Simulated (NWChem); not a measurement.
System: C2H4ClFSi; SMILES Cl/C(=C\F)[SiH3]

Excerpt of the output:

```
             Northwest Computational Chemistry Package (NWChem) 7.3.0
             --------------------------------------------------------

                             Geometry "geometry" -> ""
                             -------------------------

 Output coordinates in angstroms (scale by  1.889725989 to convert to a.u.)

  No.       Tag          Charge          X              Y              Z
 ---- ---------------- ---------- -------------- -------------- --------------
    1 F                    9.0000    -0.88428300     2.20742300     0.00000000
    2 C                    6.0000    -1.10570900     0.90675400     0.00000000
    3 C                    6.0000    -0.13466400    -0.01284000     0.00000000
    4 Si                  14.0000    -0.45269000    -1.86035300     0.00000000
    5 Cl                  17.0000     1.52745500     0.48953000     0.00000000
    6 H                    1.0000    -2.16848400     0.64511500     0.00000000
    7 H                    1.0000     0.15555700    -2.47419100    -1.21552400
    8 H                    1.0000     0.15555700    -2.47419100     1.21552400
    9 H                    1.0000    -1.93096200    -2.07734900     0.00000000

 Effective nuclear repulsion energy (a.u.)     267.4226410506

                                 NWChem DFT Module
                                 -----------------

 Summary of "ao basis" -> "ao basis" (spherical)
 ------------------------------------------------------------------------------
       Tag                 Description            Shells   Functions and Types
 ---------------- ------------------------------  ------  ---------------------
 F                          def2-svp                 6       14   3s2p1d
 C                          def2-svp                 6       14   3s2p1d
 Si                         def2-svp                 8       18   4s3p1d
 Cl                         def2-svp                 8       18   4s3p1d
 H                          def2-svp                 3        5   2s1p

            General Information
            -------------------
          SCF calculation type: DFT
          Wavefunction type:  closed shell.
          No. of atoms     :     9
          No. of electrons :    56
           Alpha electrons :    28
            Beta electrons :    28
          Charge           :     0
          Spin multiplicity:     1
          Use of symmetry is: off; symmetry adaption is: off
          Maximum number of iterations: 150
          AO basis - number of functions:    98
                     number of shells:    46
          Convergence on energy requested:  1.00D-06
          Convergence on density requested:  1.00D-05
          Convergence on gradient requested:  5.00D-04

              XC Information
              --------------
                         B3LYP Method XC Potential
                     Hartree-Fock (Exact) Exchange  0.200
                        Slater Exchange Functional  0.800 local
                    Becke 1988 Exchange Functional  0.720 non-local
              Lee-Yang-Parr Correlation Functional  0.810
                  VWN I RPA Correlation Functional  0.190 local

             Grid Information
             ----------------
          Grid used for XC integration:  medium
          Radial quadrature: Mura-Knowles
          Angular quadrature: Lebedev.
          Tag              B.-S. Rad. Rad. Pts. Rad. Cut. Ang. Pts.
          ---              ---------- --------- --------- ---------
          F                   0.50       49          12.0       434
          C                   0.70       49          10.0       434
          Si                  1.10       88           9.0       590
          Cl                  1.00       88          11.0       590
          H                   0.35       45          11.0       434
          Grid pruning is: on
          Number of quadrature shells:   503
          Spatial weights used:  Erf1

      Superposition of Atomic Density Guess
      -------------------------------------

 Sum of atomic energies:        -924.60131199

      Non-variational initial energy
      ------------------------------

 Total energy =    -926.519711
 1-e energy   =   -1809.999857
 2-e energy   =     616.057504
 HOMO         =      -0.260428
 LUMO         =       0.042088

     ---------------------------------------------
      Total Density - Mulliken Population Analysis
     ---------------------------------------------

    Atom       Charge   Shell Charges
 -----------   ------   -------------------------------------------------------
    1 F    9     9.35   1.99  1.14  0.76  3.43  2.02  0.01
    2 C    6     5.53   1.99  0.92  0.24  1.67  0.63  0.07
    3 C    6     6.25   1.99  0.98  0.28  1.84  1.12  0.04
    4 Si  14    13.51   2.00  1.99  1.00  0.27  5.94  1.13  1.05  0.14
    5 Cl  17    17.19   2.00  1.99  1.22  0.71  5.94  2.11  3.19  0.03
    6 H    1     0.94   0.68  0.23  0.02
    7 H    1     1.07   0.70  0.37  0.01
    8 H    1     1.07   0.70  0.37  0.01
    9 H    1     1.08   0.69  0.37  0.01

   convergence    iter        energy       DeltaE   RMS-Dens  Diis-err
 ---------------- ----- ----------------- --------- --------- ---------
 d= 0,ls=0.0,diis     1   -927.7021681759 -1.20D+03  1.33D-02  6.45D-01
 d= 0,ls=0.0,diis     2   -927.6900979977  1.21D-02  8.47D-03  7.99D-01
 d= 0,ls=0.0,diis     3   -927.7714731683 -8.14D-02  1.97D-03  6.62D-02
 d= 0,ls=0.0,diis     4   -927.7772673637 -5.79D-03  7.56D-04  5.93D-03
 d= 0,ls=0.0,diis     5   -927.7777733522 -5.06D-04  3.13D-04  1.19D-03
  Resetting Diis
 d= 0,ls=0.0,diis     6   -927.7779355135 -1.62D-04  6.18D-05  3.36D-05
 d= 0,ls=0.0,diis     7   -927.7779394792 -3.97D-06  4.10D-05  5.09D-06
 d= 0,ls=0.0,diis     8   -927.7779389191  5.60D-07  2.34D-05  1.01D-05
 d= 0,ls=0.0,diis     9   -927.7779400430 -1.12D-06  3.00D-06  9.69D-08
 d= 0,ls=0.0,diis    10   -927.7779400561 -1.30D-08  5.61D-07  5.26D-09

         Total DFT energy =     -927.777940056055
      One electron energy =    -1812.390420527388
           Coulomb energy =      689.161667293489
    Exchange-Corr. energy =      -71.971827872778
 Nuclear repulsion energy =      267.422641050622

 Numeric. integr. density =       56.000006022183

                       DFT Final Molecular Orbital Analysis
                       ------------------------------------

 Vector   26  Occ=2.000000D+00  E=-3.457908D-01
              MO Center=  5.0D-01, -1.0D+00,  5.7D-09, r^2= 4.3D+00
   Bfn.  Coefficient  Atom+Function         Bfn.  Coefficient  Atom+Function
  ----- ------------  ---------------      ----- ------------  ---------------
    73      0.378902  5 Cl pz                70      0.297639  5 Cl pz
    84      0.254243  7 H  s                 89     -0.254243  8 H  s
    52     -0.219194  4 Si pz                67      0.171891  5 Cl pz
    55     -0.159112  4 Si pz                34      0.141318  3 C  pz
    85      0.134644  7 H  s                 90     -0.134644  8 H  s

 Vector   27  Occ=2.000000D+00  E=-3.052880D-01
              MO Center=  1.0D+00,  1.8D-01,  1.6D-09, r^2= 2.6D+00
   Bfn.  Coefficient  Atom+Function         Bfn.  Coefficient  Atom+Function
  ----- ------------  ---------------      ----- ------------  ---------------
    72      0.588493  5 Cl py                69      0.432332  5 Cl py
    66      0.249141  5 Cl py                33     -0.205452  3 C  py
    51      0.139812  4 Si py                31      0.130932  3 C  s
    71     -0.114024  5 Cl px                94     -0.114058  9 H  s
    45      0.106820  4 Si s                 36     -0.106236  3 C  py

[...]

                     NWChem Electrostatic Potential Fit Module
                     -----------------------------------------

 Atom parameters

 Number of atoms is                                    9
 Number of basis functions is                         98

 Grid parameters

 Maximum number of grid points is                  40743
 Number of grid points is                          40742
 Grid range                                     0.300000 nm
 Grid spacing                                   0.020000 nm
 Probe radius                                   0.070000 nm
 Atom radius factor                             1.000000

 Atomic radii

    1    0.100000
    6    0.147000
    9    0.128000
   14    0.187000
   17    0.169000
 FASTESP  F
  using M.O. file = ./job.movecs

    Atom              Coordinates                           Charge

                                                  ESP

    1 F    -0.088428    0.220742    0.000000   -0.145364
    2 C    -0.110571    0.090675    0.000000    0.156428
    3 C    -0.013466   -0.001284    0.000000   -0.133051
    4 Si   -0.045269   -0.186035    0.000000    0.349011
    5 Cl    0.152746    0.048953    0.000000   -0.068257
    6 H    -0.216848    0.064512    0.000000    0.084275
    7 H     0.015556   -0.247419   -0.121552   -0.076220
    8 H     0.015556   -0.247419    0.121552   -0.076770
    9 H    -0.193096   -0.207735    0.000000   -0.090052
                                            ------------
                                               -0.000000

 Dipole moment                                  0.758111

 Quadrupole moment Qxx                          1.765453
                   Qyy                         -4.757580
                   Qzz                          2.992127

 RMS deviation kJ/mol                           0.068192

 RRMS %                                        42.922000
```

Level: B3LYP/def2-SVP. All runs use the structure optimised with PBE0/def2-SVP.

Which NWChem input produces such a log?

This is not unique; one that fits is the input that was run:
```
start job
memory heap 200 mb stack 900 mb global 1100 mb
geometry units angstroms noautosym nocenter noautoz
  F     -0.884283     2.207423     0.000000
  C     -1.105709     0.906754     0.000000
  C     -0.134664    -0.012840     0.000000
  Si    -0.452690    -1.860353     0.000000
  Cl     1.527455     0.489530     0.000000
  H     -2.168484     0.645115     0.000000
  H      0.155557    -2.474191    -1.215524
  H      0.155557    -2.474191     1.215524
  H     -1.930962    -2.077349     0.000000
end
basis spherical
  F library def2-svp
  C library def2-svp
  Si library def2-svp
  Cl library def2-svp
  H library def2-svp
end
dft
  xc b3lyp
  iterations 150
  mulliken
end
task dft energy
esp
  recalculate
  probe 0.07
  range 0.3
  factor 1.0
  spacing 0.02
end
task esp
```
